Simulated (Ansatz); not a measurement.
Relaxation of CH12O4Si4 (21 atoms, charge 0, multiplicity 1), to a largest force component of 0.02 eV/Å in at most 40 steps.

Theory: Ansatz, RKS r2SCAN-D4/STO-3G.

```xyz
21
Properties=species:S:1:pos:R:3:forces:R:3
Si 0.000 0.000 0.000 -0.91 -0.59 -0.25
O 0.000 0.000 1.680 2.29 0.33 0.15
C -1.111 -0.344 2.494 -0.95 1.52 -0.66
H -1.814 -0.978 1.914 -0.47 1.69 1.58
H -0.758 -0.904 3.386 -0.16 -0.08 0.01
H -1.631 0.581 2.821 -0.19 0.11 0.44
O 1.584 0.000 -0.559 -0.70 1.04 0.28
Si 2.491 -1.376 -0.887 -0.35 -0.40 0.10
H 1.660 -2.352 -1.586 0.29 -0.06 0.07
H 3.632 -1.020 -1.725 -0.30 0.09 0.22
H 2.969 -1.954 0.366 0.02 -0.06 -0.20
O -0.791 1.371 -0.559 0.96 0.16 0.08
Si -2.400 1.426 -1.040 0.05 -0.47 0.05
H -3.212 0.642 -0.114 -0.13 0.13 -0.20
H -2.862 2.811 -1.038 0.22 -0.27 0.03
H -2.527 0.874 -2.385 -0.18 0.09 0.14
O -0.791 -1.371 -0.559 0.05 0.07 -0.51
Si -1.673 -2.433 0.398 0.36 -1.11 -0.29
H -1.263 -2.287 1.792 0.05 -2.34 -0.99
H -3.096 -2.132 0.276 0.14 -0.10 0.13
H -1.426 -3.804 -0.040 -0.11 0.23 -0.16
```

Q: Where does it end, and by what steps?

A: It converged. The force dipped under the threshold on the way, but the program's further checks kept it going. Limits of this set-up: minimal basis. After 39 steps the energy has fallen by 1.692 eV; H19 moved furthest, 1.97 Å.

| step | energy less start (eV) | largest force component (eV/Å) | accepted |
| --- | --- | --- | --- |
| 0 | 0.0000 | 2.337 | yes |
| 2 | -1.2185 | 0.588 | yes |
| 4 | -1.5027 | 0.586 | yes |
| 6 | -1.6104 | 0.205 | yes |
| 8 | -1.6474 | 0.047 | yes |
| 10 | -1.6568 | 0.085 | yes |
| 12 | -1.6685 | 0.069 | yes |
| 14 | -1.6716 | 0.094 | yes |
| 16 | -1.6775 | 0.112 | yes |
| 18 | -1.6816 | 0.056 | yes |
| 20 | -1.6828 | 0.027 | yes |
| 22 | -1.6836 | 0.046 | yes |
| 24 | -1.6842 | 0.076 | yes |
| 26 | -1.6847 | 0.093 | yes |
| 28 | -1.6855 | 0.033 | yes |
| 30 | -1.6862 | 0.044 | yes |
| 32 | -1.6871 | 0.026 | yes |
| 34 | -1.6465 | 0.437 | no |
| 36 | -1.6887 | 0.035 | yes |
| 38 | -1.6907 | 0.077 | yes |
| 39 | -1.6920 | 0.012 | yes |

```xyz
21
Properties=species:S:1:pos:R:3
Si -0.288 -0.258 -0.096
O -0.124 -0.878 1.502
C -0.738 -0.008 2.499
H -1.840 0.094 2.377
H -0.555 -0.463 3.492
H -0.314 1.021 2.515
O 1.230 -0.054 -0.766
Si 2.436 -1.190 -0.380
H 1.990 -2.558 -0.581
H 3.539 -0.916 -1.274
H 2.896 -1.059 0.991
O -1.042 1.234 -0.173
Si -2.521 1.295 -1.016
H -3.527 0.420 -0.441
H -2.972 2.664 -0.888
H -2.384 0.976 -2.426
O -1.202 -1.378 -0.960
Si -1.761 -2.737 -0.098
H -0.685 -3.569 0.409
H -2.633 -2.380 1.007
H -2.527 -3.504 -1.057
```

Whether the end is a true minimum wasn't checked by a vibrational analysis.

Time of the run: 9.8 min on 2 threads of Intel(R) Xeon(R) Processor @ 2.50GHz (Skylake/Cascade Lake) (shared host), peak memory 0.23 GiB.
